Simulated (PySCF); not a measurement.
Molecule: SMILES CCCCCOCC, C₇H₁₆O.

Cartesian coordinates in Å; atom numbers follow the order of the lines, from 1:
```xyz
24

C    -3.301    1.103    0.133
C    -2.443    0.029   -0.517
C    -0.960    0.370   -0.534
C    -0.096   -0.697   -1.190
C     1.383   -0.377   -1.158
O     1.806   -0.325    0.176
C     3.167   -0.051    0.363
C     3.527    1.413    0.177
H    -2.997    1.275    1.178
H    -4.367    0.828    0.136
H    -3.207    2.064   -0.398
H    -2.586   -0.930    0.011
H    -2.789   -0.147   -1.552
H    -0.600    0.528    0.496
H    -0.810    1.332   -1.058
H    -0.252   -1.665   -0.685
H    -0.399   -0.838   -2.242
H     1.957   -1.151   -1.711
H     1.565    0.587   -1.676
H     3.399   -0.361    1.395
H     3.781   -0.685   -0.309
H     2.907    2.043    0.834
H     3.377    1.750   -0.859
H     4.584    1.584    0.432
```

Geometry PBE0-D3(BJ)/def2-SVP throughout; GIAO in PySCF 2.14.0 with density-fitted response routines, gas phase, one conformer, non-relativistic; equivalent atoms averaged; basis pcSseg-1.

For orientation, KT2 gives these shifts δ (against TMS at the same level): C5 70.7, C4 35.5, C3 34.6, C2 28.7, C1 17.1, C8 14.4, H20/H21 3.67, H16/H17 1.47, H22/H23/H24 1.11 ppm.

A run gave: C5 61.7, C4 31.1, C3 29.0, C2 24.0, C1 16.6, C8 15.3, H20/H21 3.19, H16/H17 1.17, H22/H23/H24 1.16 ppm (shifts δ (against TMS at the same level)).

Problem. Which functional was used in that run?
A. mPW1PW91
B. B97-D
C. KT3
D. BLYP
E. HF

Solution. E. C5 tells them apart best: HF gives 61.7, BLYP gives 73.6, B97-D gives 71.0, KT3 gives 69.2, mPW1PW91 gives 69.1 ppm.
